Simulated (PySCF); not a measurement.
GeH, SMILES [GeH] (connectivity only; charge and spin as stated), charge +1, multiplicity 1. Coordinates come from a PBE0-D3(BJ)/def2-TZVPD optimisation. The multiplicity is an assumed one; other spin states were not compared.

Method: PBE0-D3(BJ)/def2-TZVPD run with PySCF 2.14.0.

Harmonic wavenumbers (cm⁻¹): 2018. Rotational constants (GHz): 201.5 (linear); symmetry number 1.

Task: Work out the zero-point energy and the ideal-gas rigid-rotor harmonic-oscillator thermochemistry at 298.15 K and 1 atm.

Result: ZPE = ½ Σ hcν = ½ × 2018 cm⁻¹ = 2.89 kcal/mol. H − E(el) = 4.96 kcal/mol. Entropy in cal/(mol K): translation 38.81, rotation 8.80, vibration 0.00, total 47.61. G − E(el) = -9.23 kcal/mol. Cp = 6.97 cal/(mol K).
